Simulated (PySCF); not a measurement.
Computed with core-valence-separated Tamm–Dancoff BHandHLYP/aug-pcX-1 (pcseg-1 on H, def2-SVPD on Ge, def2-SVPD on Si) in PySCF, non-relativistic, gas phase, PBE0-D3(BJ)/def2-SVP geometry. Absolute energies from this functional tend to lie a few eV below measured edges; no shift was applied.

Main lines of an unknown, eV (oscillator strength): C K: 285.1 (0.089), 286.7 (0.034), 286.9 (0.031), 287.5 (0.009); O K: 529.6 (0.044), 532.6 (0.019), 533.2 (0.015), 534.0 (0.005), 534.7 (0.008). Listed: the first five lines at most of each edge with a tenth or more of its strongest line's intensity; roots within 0.03 eV on the same or equivalent atoms are summed. Only the lowest roots were sought, and the top ones are left out.

**Question.** Which candidate gives them?
A. `O(C(C)=O)[SiH2][SiH2][GeH3]`
B. `[GeH3][O][Si@H]1CC[SiH2]O1`

**Answer.** A. 

- `CC(=O)O[SiH2][SiH2][GeH3]`: C K: 285.1 (0.089), 286.7 (0.034), 286.9 (0.031), 287.5 (0.009); O K: 529.6 (0.044), 532.6 (0.019), 533.2 (0.015), 534.0 (0.005), 534.7 (0.008). First C line listed at 285.1 eV, hole on the carbonyl carbon (1s→π*); first O line listed at 529.6 eV, hole on the carbonyl oxygen (1s→π*).
- `[GeH3][O][Si@H]1CC[SiH2]O1`: C K: 285.3 (0.019), 285.7 (0.010), 285.8 (0.019), 285.9 (0.022), 285.9 (0.014); O K: 531.6 (0.016), 532.4 (0.005), 533.1 (0.018), 533.3 (0.015), 533.4 (0.004). First C line listed at 285.3 eV, hole on the sp3 carbon bound to silicon; first O line listed at 531.6 eV, hole on the oxygen bonded to Ge and Si.

One conformer each; other structures than these candidates weren't tested.

Shape of the structure used: `[CH3:1][C:2](=[O:3])[O:4][SiH2:5][SiH2:6][GeH3:7]`: C1–C2–O4–Si5 180°, C2–O4–Si5–Si6 3°, O4–Si5–Si6–Ge7 58°.
